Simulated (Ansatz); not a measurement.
Start from `N[CH2][GeH3]` and change one atom or group to get `[AlH2][CH2][GeH3]`.

Ansatz, PBE0-D4/def2-TZVP geometries, multiplicity 1. Each molecule was computed in one conformer, which needn't be the lowest.

Scalar relativity is left out up to krypton.

```
                                        property  `N[CH2][GeH3]`
size of the dipole moment (B3LYP/def2-TZVPP) / D            1.61
              LUMO energy (PBE0/def2-TZVPP) / eV            0.73
              HOMO energy (PBE0/def2-TZVPP) / eV           -6.90
             LUMO energy (B3LYP/def2-TZVPP) / eV            0.41
               LUMO energy (PBE/def2-TZVPP) / eV           -0.07
           HOMO energy (ωB97M-V/def2-TZVPP) / eV           -9.28
```

(1) What does the change do to each property? (An estimate is asked.)

Results:

(1) Computed: 
```
                                        property  `[AlH2][CH2][GeH3]`  shift
size of the dipole moment (B3LYP/def2-TZVPP) / D                 0.97  -0.64
              LUMO energy (PBE0/def2-TZVPP) / eV                -1.45  -2.18
              HOMO energy (PBE0/def2-TZVPP) / eV                -7.99  -1.09
             LUMO energy (B3LYP/def2-TZVPP) / eV                -1.67  -2.08
               LUMO energy (PBE/def2-TZVPP) / eV                -2.22  -2.15
           HOMO energy (ωB97M-V/def2-TZVPP) / eV               -10.16  -0.88
```

With PBE0 the HOMO falls by 1.09 eV and the LUMO falls by 2.18 eV, so the gap narrows by about 1.09 eV. PBE moves the HOMO by -1.34 eV and ωB97M-V by -0.88 eV. Dipoles are sizes alone; their direction can turn.

B3LYP here is the variant with VWN-RPA as its local correlation; programs differ in this.
